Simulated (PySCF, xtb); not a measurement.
Si(Cl)2(Me)(SH) (CH4Cl2SSi), SMILES C[Si](S)(Cl)Cl. One conformer was computed; it need not be the lowest.

Harmonic wavenumbers (cm⁻¹) from GFN2-xTB run with xtb at its own minimum, in rising order: 100, 104, 118, 135, 169, 175, 182, 395, 501, 518, 715, 749, 835, 838, 1374, 1461, 1461, 2459, 3041, 3043, 3046.

Task: What does PBE-D3(BJ)/def2-SVP (PySCF) give at its own minimum? (The exact figures need the calculation; the answer reports its results.)

Result: 111, 139, 163, 188, 198, 203, 211, 421, 550, 559, 695, 740, 785, 794, 1217, 1371, 1372, 2605, 2982, 3088, 3096. Paired by order, the mean absolute difference is 53 cm⁻¹ and the zero-point energies are 30.6 and 30.7 kcal/mol.
